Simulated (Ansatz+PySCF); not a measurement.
Values are calculated unless marked as measured or tabulated.
This PySCF input gave a total energy of -2079.65280 hartree.

```python
from pyscf import gto, scf

mol = gto.M(atom="""
Al -0.048690 -0.007100 -0.008870
Cl 1.210350 1.252580 1.216540
Cl 1.201820 -1.266320 -1.248070
Cl -1.230330 1.271040 -1.207780
Cl -1.243770 -1.268350 1.202880
""", basis='def2-svp', charge=-1, spin=0)
mf = scf.UHF(mol)
mf.init_guess = 'minao'
mf.kernel()
while True:  # follow internal instabilities
    mo, _, stable, _ = mf.stability(return_status=True)
    if stable: break
    mf.kernel(mf.make_rdm1(mo, mf.mo_occ))
print(mf.converged, mf.e_tot, mf.spin_square()[0])
```

(1) Write an input for Ansatz with the same method and basis set.

Answers

(1)

```yaml
crystal:
  periodic: [false, false, false]
  atoms:
    - { symbol: Al, position_ang: [-0.04869, -0.0071, -0.00887] }
    - { symbol: Cl, position_ang: [1.21035, 1.25258, 1.21654] }
    - { symbol: Cl, position_ang: [1.20182, -1.26632, -1.24807] }
    - { symbol: Cl, position_ang: [-1.23033, 1.27104, -1.20778] }
    - { symbol: Cl, position_ang: [-1.24377, -1.26835, 1.20288] }
basis:
  gaussian: { orbitals: def2-SVP }
total_charge: -1
magnetization:
  spin_polarized: true
hamiltonian:
  xc: hf
```

Ansatz (development build ahead of 0.2.0) gave -2079.65279 hartree, 0.08 meV from the first. Caution: no diffuse functions for an anion.
